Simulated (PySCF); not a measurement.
**Correlation energy of Pt⁺ (platinum, charge +1)**

[Xe] 4f14 5d8 6s1, high-spin 4F determinant (an excited configuration). Computed with PySCF 2.14 in x2c-TZVPPall with one added diffuse shell each of s, p, d, f type (12s8p8d4f1g, 113 functions), with the spin-free X2C one-electron Hamiltonian (Gaussian nucleus). Frozen: [Xe] 4f14; 9 electrons correlated.

```
  level  correlation energy (mhartree)
   CCSD                        -223.74
    (T)                          -7.26
CCSD(T)                        -231.00
```

Diagnostics: T1 = 0.0073, D1 = 0.0233, largest double amplitude 0.016.

Spin-orbit coupling, absent here, splits the open shell strongly.

Cost of the coupled-cluster step: roughly 30 core-seconds, for 9 correlated electrons.

Iterations:

```
CC2 = 0
CCSD nocc = (np.int64(6), np.int64(3)), nmo = (79, 79)
frozen orbitals [[0, 1, 2, 3, 4, 5, 6, 7, 8, 9, 10, 11, 12, 13, 14, 15, 16, 17, 18, 19, 20, 21, 22, 23, 24, 25, 26, 27, 28, 29, 30, 31, 32, 33], [0, 1, 2, 3, 4, 5, 6, 7, 8, 9, 10, 11, 12, 13, 14, 15, 16, 17, 18, 19, 20, 21, 22, 23, 24, 25, 26, 27, 28, 29, 30, 31, 32, 33]]
max_cycle = 100
direct = 0
conv_tol = 1e-08
conv_tol_normt = 1e-06
diis_space = 8
diis_start_cycle = 0
Init t2, MP2 energy = -0.227089011570574
Init E_corr(UCCSD) = -0.227089011572857
cycle = 1  E_corr(UCCSD) = -0.221574035864559  dE = 0.00551497571  norm(t1,t2) = 0.0307357
cycle = 2  E_corr(UCCSD) = -0.223330282068989  dE = -0.0017562462  norm(t1,t2) = 0.00879232
cycle = 3  E_corr(UCCSD) = -0.223676239834731  dE = -0.000345957766  norm(t1,t2) = 0.00354998
cycle = 4  E_corr(UCCSD) = -0.223750813121854  dE = -7.45732871e-05  norm(t1,t2) = 0.000719529
cycle = 5  E_corr(UCCSD) = -0.223743886666439  dE = 6.92645541e-06  norm(t1,t2) = 0.000260438
cycle = 6  E_corr(UCCSD) = -0.223743326425149  dE = 5.60241291e-07  norm(t1,t2) = 5.86716e-05
cycle = 7  E_corr(UCCSD) = -0.2237447439642  dE = -1.41753905e-06  norm(t1,t2) = 1.52428e-05
cycle = 8  E_corr(UCCSD) = -0.223744671248917  dE = 7.27152832e-08  norm(t1,t2) = 3.44572e-06
cycle = 9  E_corr(UCCSD) = -0.223744603972251  dE = 6.72766653e-08  norm(t1,t2) = 8.36496e-07
cycle = 10  E_corr(UCCSD) = -0.223744607743845  dE = -3.77159315e-09  norm(t1,t2) = 1.98792e-07
UCCSD converged
E(UCCSD) = -18410.07318848501  E_corr = -0.2237446077438446
UCCSD(T) correction = -0.00725829342768577
```
